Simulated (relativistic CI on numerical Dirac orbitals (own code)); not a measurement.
**Radial parameters of Tm³¹⁺**

Method of calculation: Dirac-Coulomb-Breit CI, KLI orbitals optimised for each configuration, QED by a radiative potential, unscaled Slater integrals (own radial code, finite nucleus).

Slater integrals F^k, G^k are unscaled and averaged over j, outside the closed core [Ar] 3d10; ζ comes from projecting the Hamiltonian with its Breit term on Σ l·s of the shell.

- 4s2 4p6 4d2: F^2(4d,4d) = 213410, F^4(4d,4d) = 145350, ζ(4d) = 40631 cm⁻¹; <r>(4d) = 0.4713, <r^2>(4d) = 0.2538 (bohr units).
- 4s2 4p5 4d3: ζ(4p) = 327280, F^2(4d,4d) = 213370, F^4(4d,4d) = 145320, F^2(4p,4d) = 215010, G^1(4p,4d) = 267600, G^3(4p,4d) = 171310, ζ(4d) = 40459 cm⁻¹; <r>(4p) = 0.4675, <r^2>(4p) = 0.2472, <r>(4d) = 0.4714, <r^2>(4d) = 0.2539 (bohr units).
- 4s2 4p6 4d 4f: ζ(4d) = 40593, F^2(4d,4f) = 214230, F^4(4d,4f) = 139850, G^1(4d,4f) = 222250, G^3(4d,4f) = 153190, G^5(4d,4f) = 112580, ζ(4f) = 6358.2 cm⁻¹; <r>(4d) = 0.4717, <r^2>(4d) = 0.2542, <r>(4f) = 0.4473, <r^2>(4f) = 0.2268 (bohr units).

(1) Give the Racah parameters of the d shell in 4s2 4p6 4d2.

Averages of the first 10 configurations, taken without configuration mixing, which lowers the lowest level and can move excited configurations by several eV; other configurations of the list can lie among them:

```tsv
Configuration	Parity	States	Average energy above the lowest level (eV)
4s2 4p6 4d2	even	45	20.5
4s2 4p5 4d3	odd	720	192.0
4s2 4p6 4d 4f	odd	140	198.4
4s 4p6 4d3	even	240	330.2
4s2 4p5 4d2 4f	even	3780	367.7
4s 4p6 4d2 4f	odd	1260	506.2
4s2 4p6 4d 5s	even	20	389.4
4s2 4p6 4f 5s	odd	28	567.2
4s2 4p6 4d 5p	odd	60	446.3
4s2 4p6 4f2	even	91	378.5
```

Answers

(1) B = F²/49 − 5F⁴/441 = 2707 cm⁻¹ and C = 35F⁴/441 = 11536 cm⁻¹.
